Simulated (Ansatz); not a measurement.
A made-up structure of CH3ClTe, closed shell:

```
6
angstrom
Cl 0.0918 0.4499 1.5856
C -0.2347 -0.0963 -0.4729
Te -1.9474 0.1011 -0.8548
H 0.0328 -1.1375 -0.6249
H 0.3391 0.5570 -1.1231
H 1.3940 0.1905 1.5090
```

It is relaxed with PBE-D4/def2-SVP and then PBE0-D4/def2-TZVP (Ansatz 0.2.0). Atoms count as bonded within 1.22 times the sum of their covalent radii (H–H: 0.88 Å). The end point is not checked to be a true minimum.

Does its bonding change? (Judge from chemistry; the calculation decides.)

The calculation gives: Yes. Formed: none; broken: Cl1–C2.

Where it ends: The first stage lowers the energy by 2.75 eV in 34 steps. It ends as a complex of CH₂Te ([CH2][Te]) + HCl:
```xyz
6
angstrom
Cl 1.8302 0.2100 1.8471
C -0.9316 0.0294 -0.4803
Te 0.0127 -0.6124 -2.0539
H -1.3764 -0.6529 0.2375
H -1.0535 1.0893 -0.2792
H 1.1942 0.0012 0.7478
```

Labels in which every atom is bracketed show which atoms are joined, not bond orders.

For scale, one of the runs: PBE0-D4/def2-TZVP relaxation, 136 basis functions, launched by `ansatz run in.yaml --threads 2 --pin off --events-out ev --progress --plain --max-ram 4352MiB`. The run took about 3 min on 2 CPU threads of an Arm Neoverse V2 (shared host).
